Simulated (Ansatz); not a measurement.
Born–Oppenheimer molecular dynamics of B2H5NO (9 atoms, charge 0, multiplicity 1). It starts at the highest image of a converged band. Of that band: The profile has 3 maxima (images 2, 5, 7) with wells between them (images 3, 6): this band takes more than one step, which may be the mechanism or a detour left from its start path. A structure lower than the first end lies on the path between it and the top, so the climb from that side starts below the end, which may itself be a saddle point or a shallow side well. A vibrational analysis at the climbing image gives one clearly imaginary mode, 488i cm⁻¹: a first-order saddle point.

Level of theory: RKS B3LYP/def2-mTZVP in Ansatz.

* ensemble: NVE (velocity Verlet)
* time step: 0.5 fs
* steps asked: 200
* starting velocities drawn for: 300 K
* seed: 6285

First frame:

```xyz
9
Properties=species:S:1:pos:R:3
B 0.199 1.332 -0.670
B 0.008 -0.088 0.220
N 0.360 -1.389 -0.163
O -0.533 0.110 1.510
H 1.162 2.030 -0.564
H -0.670 1.762 -1.369
H 0.806 -1.626 -1.036
H 0.242 -2.179 0.459
H -1.487 0.002 1.597
```

Problem. How far do the bonds stretch over the last three quarters of this one trajectory? (Pairs bonded in most of those frames.)

Solution. 
```tsv
bond	mean (Å)	spread (Å)	shortest	longest
B1–B2	1.701	0.037	1.63	1.77
B1–H5	1.201	0.038	1.14	1.26
B1–H6	1.195	0.017	1.17	1.23
B2–N3	1.415	0.017	1.39	1.44
B2–O4	1.401	0.027	1.36	1.45
N3–H7	1.011	0.007	1.00	1.02
N3–H8	1.013	0.008	1.00	1.03
O4–H9	0.973	0.017	0.94	1.00
```

Mean temperature of the second half: 260 K. The conserved energy stayed within 0.14 meV per atom of its start (net change 0.075 meV per atom), so the integration is sound. A run of 0.1 ps of so small a system gives no equilibrium averages. The orbitals stay closed-shell, which can raise the energy where a bond breaks towards radicals; this wasn't checked here.

Time of the run: 2.8 min on 2 threads of Intel(R) Xeon(R) 6975P-C (Granite Rapids), on a shared host, peak memory 0.22 GiB.
